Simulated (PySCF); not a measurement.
First SCF of a structure search on triplet RuS(OH)2, at a hand-made trigonal pyramidal (heavy-atom frame) geometry. PySCF input:

```python
from pyscf import gto, scf, dft
mol = gto.M(atom='''
Ru     0.000000     0.000000     0.000000
S     -0.918300    -1.590500     0.976500
O      1.659900     0.000000     0.882600
O     -0.830000     1.437600     0.882600
H      2.204800    -0.735400     1.172300
H     -0.465500     2.277100     1.172300''',
    basis={'Ru': 'def2-SVP', 'S': 'def2-SVP', 'O': 'def2-SVP', 'H': 'def2-SVP'},
    ecp={'Ru': 'def2-SVP'},
    charge=0, spin=2)
mf = dft.UKS(mol, xc='PBE')
mf.grids.atom_grid = (50, 194)
aux = {'Ru': 'def2-universal-JKFIT', 'S': 'def2-universal-JKFIT', 'O': 'def2-universal-JKFIT', 'H': 'def2-universal-JKFIT'}
mf = mf.density_fit(auxbasis=aux)
mf.conv_tol = 1e-08
mf.diis_space = 10
mf.max_cycle = 60
mf.init_guess = 'minao'
mf.verbose = 4
mf.kernel()
```

Excerpt of the output (cycles alone):

```
init E= -635.217086822775
cycle= 1 E= -642.913253914033  delta_E= -7.7  |g|= 1.57  |ddm|= 2.52
cycle= 2 E= -624.533546747394  delta_E= 18.4  |g|= 5.57  |ddm|= 9.63
cycle= 3 E= -642.77335022963  delta_E= -18.2  |g|= 1.53  |ddm|= 8.99
cycle= 4 E= -641.386422077157  delta_E= 1.39  |g|=  2.4  |ddm|= 2.62
cycle= 5 E= -644.084642418467  delta_E= -2.7  |g|= 0.363  |ddm|= 2.09
cycle= 6 E= -643.935784744044  delta_E= 0.149  |g|= 0.567  |ddm|= 1.61
cycle= 7 E= -644.158318981811  delta_E= -0.223  |g|= 0.19  |ddm|= 1.23
cycle= 8 E= -644.161984025084  delta_E= -0.00367  |g|= 0.169  |ddm|= 0.582
cycle= 9 E= -644.175944471443  delta_E= -0.014  |g|= 0.0451  |ddm|= 0.169
cycle= 10 E= -644.177129002621  delta_E= -0.00118  |g|= 0.0143  |ddm|= 0.109
cycle= 11 E= -644.177245189415  delta_E= -0.000116  |g|= 0.00511  |ddm|= 0.0327
cycle= 12 E= -644.177266349864  delta_E= -2.12e-05  |g|= 0.00144  |ddm|= 0.0135
cycle= 13 E= -644.177268561499  delta_E= -2.21e-06  |g|= 0.000551  |ddm|= 0.00533
cycle= 14 E= -644.177269009619  delta_E= -4.48e-07  |g|= 0.000198  |ddm|= 0.00284
cycle= 15 E= -644.177269084883  delta_E= -7.53e-08  |g|= 0.000198  |ddm|= 0.00187
cycle= 16 E= -644.177269112333  delta_E= -2.75e-08  |g|= 4.44e-05  |ddm|= 0.000465
cycle= 17 E= -644.177269113996  delta_E= -1.66e-09  |g|= 2.4e-05  |ddm|= 0.000189
Extra cycle  E= -644.177269105027  delta_E= 8.97e-09  |g|= 0.000132  |ddm|= 0.000189
converged SCF energy = -644.177269105027  <S^2> = 2.009339  2S+1 = 3.0062196
```

No lower solution of this spin was found from smeared starts or by a stability analysis within the unrestricted form.

With open d or f shells other occupations or spin states may lie lower.

The search for the lowest solution, 2 starts and the stability check together, took 61 s on 2 threads of a shared Intel Xeon @ 2.50GHz (Skylake/Cascade Lake) host, with 87 basis functions; the process peaked at 0.51 GiB. Launch command: `OMP_NUM_THREADS=2 python axn.py task.json out`.
